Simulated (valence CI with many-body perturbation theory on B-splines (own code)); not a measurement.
# Forbidden lines of Tl³¹⁺

Level of theory: valence CI with perturbative core correlation (CI+MBPT): four valence electrons over a frozen Dirac-Fock core [Kr] 4d10, radial functions for each j: 7 s, 7 p, 7 d, 7 f, 4 g, 2 h, with the one-electron correlation potential Σ1 (screened to all orders), the two-electron term Σ2, the three-electron term Σ3, Breit, model QED; selected single and double excitations, second order for the rest, scaled by the run's own slope (own B-spline code, finite nucleus).

No measured spectrum was set against this ion. As an estimate, large intervals hold to a few tenths of a per cent, small ones and those within an open d or f shell to about a per cent. Excitations out of the core, of the other parity, are not computed and may begin above about 195 eV (a cautious bound); beyond it only levels of the ground parity were kept, without lifetimes.

Lines 51 to 100 of 120 in falling wavelength, among levels below 194.50 eV, chosen from the decays that carry over 1 % of a level's rate. Wavelengths and rates use the calculated energies. Electric multipoles are in the length gauge, E1 and E2 with the static RPA response of the core. Weak lines are less certain than strong ones. Lines between different terms over intervals too small for the method are left out, as are lines whose strength nearly cancels. Where a level lies close to another of its J and parity, the split of strength between their lines is uncertain.

Levels are named by their leading jj configuration (3d3/2^4 stands for four electrons in 3d with j = 3/2), which in mixed levels can hold well under half, so a name can repeat and another be missing. Letters in brackets count levels of one name in rising energy.

| λ vac (Å) | Upper | Lower | Type | A (s⁻¹) | Branch % |
| --- | --- | --- | --- | --- | --- |
| 2210 | (4f5/2^2 4f7/2^2) J=3 [a] | (4f5/2^3 4f7/2) J=2 [a] | M1 | 2.18e+03 | 63.1 |
| 2184 | (4f5/2^2 4f7/2^2) J=2 [b] | (4f5/2^3 4f7/2) J=2 [b] | M1 | 1.46e+03 | 50.3 |
| 2171 | (4f5/2^2 4f7/2^2) J=1 [a] | (4f5/2^3 4f7/2) J=2 [b] | M1 | 1.38e+03 | 48.7 |
| 2153 | (4f5/2^2 4f7/2^2) J=7 [a] | (4f5/2^3 4f7/2) J=6 [a] | M1 | 1.74e+03 | 70.8 |
| 2141 | (4f5/2^2 4f7/2^2) J=2 [a] | (4f5/2^3 4f7/2) J=3 [a] | M1 | 9.93e+02 | 26.3 |
| 2077 | (4f5/2^2 4f7/2^2) J=3 [a] | (4f5/2^3 4f7/2) J=3 [a] | M1 | 1.04e+03 | 30.0 |
| 2069 | (4f5/2^2 4f7/2^2) J=4 [c] | (4f5/2^3 4f7/2) J=5 [b] | M1 | 2.53e+02 | 12.4 |
| 2030 | (4f5/2^3 4f7/2) J=1 [b] | (4f5/2^3 4f7/2) J=2 [b] | M1 | 5.84e+01 | 7.3 |
| 1985 | (4f5/2^3 4f7/2) J=4 [b] | (4f5/2^3 4f7/2) J=3 [b] | M1 | 1.28e+02 | 8.1 |
| 1952 | (4f5/2^2 4f7/2^2) J=6 [c] | (4f5/2^3 4f7/2) J=5 [b] | M1 | 4.64e+02 | 38.5 |
| 1952 | (4f5/2^2 4f7/2^2) J=2 [b] | (4f5/2^3 4f7/2) J=2 [a] | M1 | 2.10e+02 | 7.3 |
| 1943 | (4f5/2^2 4f7/2^2) J=6 [c] | (4f5/2^2 4f7/2^2) J=6 [a] | M1 | 3.29e+02 | 27.3 |
| 1876 | (4f5/2^2 4f7/2^2) J=3 [b] | (4f5/2^3 4f7/2) J=2 [b] | M1 | 3.24e+02 | 25.0 |
| 1848 | (4f5/2^2 4f7/2^2) J=2 [b] | (4f5/2^3 4f7/2) J=3 [a] | M1 | 7.36e+01 | 2.5 |
| 1823 | (4f5/2^2 4f7/2^2) J=4 [b] | (4f5/2^3 4f7/2) J=4 [a] | M1 | 1.65e+03 | 34.1 |
| 1816 | (4f5/2^2 4f7/2^2) J=3 [b] | (4f5/2^3 4f7/2) J=3 [b] | M1 | 4.38e+02 | 33.9 |
| 1778 | (4f5/2^2 4f7/2^2) J=2 [a] | (4f5/2^3 4f7/2) J=1 [a] | M1 | 1.62e+03 | 42.9 |
| 1757 | (4f5/2^3 4f7/2) J=4 [b] | (4f5/2^3 4f7/2) J=3 [a] | M1 | 4.95e+01 | 3.1 |
| 1702 | (4f5/2^2 4f7/2^2) J=3 [b] | (4f5/2^3 4f7/2) J=2 [a] | M1 | 1.52e+02 | 11.7 |
| 1692 | (4f5/2^2 4f7/2^2) J=3 [a] | (4f5/2^3 4f7/2) J=4 [a] | M1 | 4.41e+01 | 1.3 |
| 1666 | (4f5/2^2 4f7/2^2) J=9 | (4f5/2^3 4f7/2) J=8 | M1 | 1.51e+03 | 87.9 |
| 1659 | (4f5/2^2 4f7/2^2) J=6 [a] | (4f5/2^3 4f7/2) J=5 [a] | M1 | 3.48e+03 | 88.7 |
| 1652 | (4f5/2^3 4f7/2) J=5 [b] | (4f5/2^3 4f7/2) J=5 [a] | M1 | 3.41e+02 | 30.4 |
| 1643 | (4f5/2^3 4f7/2) J=4 [a] | (4f5/2^4) J=4 | M1 | 2.08e+03 | 93.2 |
| 1622 | (4f5/2^2 4f7/2^2) J=3 [b] | (4f5/2^3 4f7/2) J=3 [a] | M1 | 3.50e+01 | 2.7 |
| 1613 | (4f5/2^2 4f7/2^2) J=4 [c] | (4f5/2^3 4f7/2) J=3 [b] | M1 | 1.52e+02 | 7.4 |
| 1612 | (4f5/2^2 4f7/2^2) J=5 [a] | (4f5/2^3 4f7/2) J=4 [a] | M1 | 3.34e+02 | 22.6 |
| 1579 | (4f5/2^2 4f7/2^2) J=2 [c] | (4f5/2^3 4f7/2) J=3 [b] | M1 | 1.84e+03 | 33.9 |
| 1571 | (4f5/2^2 4f7/2^2) J=2 [b] | (4f5/2^3 4f7/2) J=1 [a] | M1 | 1.02e+03 | 35.1 |
| 1565 | (4f5/2^2 4f7/2^2) J=1 [a] | (4f5/2^3 4f7/2) J=1 [a] | M1 | 1.31e+03 | 46.2 |
| 1548 | (4f5/2^4) J=0 | (4f5/2^4) J=2 | E2 | 2.16e+00 | 68.2 |
| 1519 | (4f5/2^2 4f7/2^2) J=5 [b] | (4f5/2^3 4f7/2) J=4 [a] | M1 | 1.46e+03 | 50.1 |
| 1493 | (4f5/2^2 4f7/2^2) J=2 [c] | (4f5/2^3 4f7/2) J=2 [a] | M1 | 1.90e+03 | 35.0 |
| 1490 | (4f5/2^3 4f7/2) J=1 [b] | (4f5/2^3 4f7/2) J=1 [a] | M1 | 1.30e+02 | 16.2 |
| 1473 | (4f5/2^3 4f7/2) J=4 [b] | (4f5/2^3 4f7/2) J=4 [a] | M1 | 1.09e+03 | 68.6 |
| 1469 | (4f5/2^2 4f7/2^2) J=8 [b] | (4f5/2^3 4f7/2) J=7 | M1 | 6.87e+02 | 59.8 |
| 1459 | (4f5/2^2 4f7/2^2) J=4 [c] | (4f5/2^3 4f7/2) J=3 [a] | M1 | 9.57e+02 | 46.8 |
| 1449 | (4f5/2^2 4f7/2^2) J=6 [b] | (4f5/2^3 4f7/2) J=7 | M1 | 2.76e+02 | 27.7 |
| 1436 | (4f5/2^2 4f7/2^2) J=4 [a] | (4f5/2^3 4f7/2) J=5 [a] | M1 | 2.19e+02 | 13.1 |
| 1431 | (4f5/2^2 4f7/2^2) J=2 [c] | (4f5/2^3 4f7/2) J=3 [a] | M1 | 5.91e+02 | 10.9 |
| 1426 | (4f5/2^2 4f7/2^2) J=5 [a] | (4f5/2^3 4f7/2) J=6 [a] | M1 | 3.59e+02 | 24.3 |
| 1392 | (4f5/2^3 4f7/2) J=3 [a] | (4f5/2^4) J=4 | M1 | 3.33e+02 | 46.7 |
| 1377 | (4f5/2^2 4f7/2^2) J=3 [b] | (4f5/2^3 4f7/2) J=4 [a] | M1 | 1.16e+02 | 9.0 |
| 1353 | (4f5/2^2 4f7/2^2) J=5 [b] | (4f5/2^3 4f7/2) J=6 [a] | M1 | 1.26e+02 | 4.3 |
| 1335 | (4f5/2^2 4f7/2^2) J=0 [a] | (4f5/2^3 4f7/2) J=1 [a] | M1 | 7.74e+02 | 93.6 |
| 1275 | (4f5/2^3 4f7/2) J=3 [b] | (4f5/2^4) J=4 | M1 | 2.97e+02 | 17.8 |
| 1270 | (4f5/2^2 4f7/2^2) J=2 [a] | (4f5/2^4) J=2 | M1 | 6.27e+01 | 1.7 |
| 1259 | (4f5/2^2 4f7/2^2) J=2 [c] | (4f5/2^3 4f7/2) J=1 [a] | M1 | 8.41e+02 | 15.5 |
| 1258 | (4f5/2^2 4f7/2^2) J=4 [c] | (4f5/2^3 4f7/2) J=4 [a] | M1 | 2.05e+02 | 10.0 |
| 1230 | (4f5/2^2 4f7/2^2) J=6 [b] | (4f5/2^3 4f7/2) J=6 [a] | M1 | 1.75e+02 | 17.5 |
